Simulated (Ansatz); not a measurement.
Isolated molecules relaxed with PBE0-D4/def2-TZVP in Ansatz; ΔE leaves out vibrations. CCSD(T)/CBS adds triple-zeta CCSD(T) − MP2 to the extrapolated MP2 energy (def2 sets, frozen cores). DFT in def2-TZVPP. One conformer a species, not always the lowest.

Reaction (substitution at a C–B bond): `CCBO[SiH3]` + `C=CCS` → `C=CCSCC` + `BO[SiH3]`

```csv
species,RPA@PBE/def2-TZVPP energy (Eh)
`CCBO[SiH3]`,-470.97451
`C=CCS`,-515.75996
`C=CCSCC`,-594.42211
`BO[SiH3]`,-392.29924
```

(1) Work out ΔE.

(2) What do rigid-rotor, harmonic-oscillator terms from PBE0-D4/def2-TZVP frequencies (298.15 K, 1 bar) make of the CCSD(T)/CBS value? (Best estimate.)

Largest T1 diagnostic among the species: 0.013.

Results:

(1) ΔE = (-594.42211) + (-392.29924) − (-470.97451) − (-515.75996) = 0.01312 Eh = +0.36 eV. CCSD(T)/CBS gives +0.35 eV.

(2) Computed: ΔZPE = +0.04 eV, ΔH = +0.37 eV, ΔS = -19 J/(mol·K), ΔG = +0.43 eV. Modes under 50 cm⁻¹ make the entropy rough.

Leaving LDA and LC-ωPBE aside and taking each functional with its dispersion term where it has one, the values, not all of them listed here, spread over 0.12 eV, from revPBE-D4 to B97M-V. At CCSD(T), def2-SVP lies +0.07 eV from the extrapolated value and def2-TZVPP +0.02 eV. The D4 term adds −0.09 eV with B3LYP and −0.05 eV with PBE0; it sums over pairs of atoms, weighted by their polarisabilities, and B3LYP, whose exchange is more repulsive, gets the larger term.

B3LYP here is the variant with VWN-RPA as its local correlation; programs differ in this.
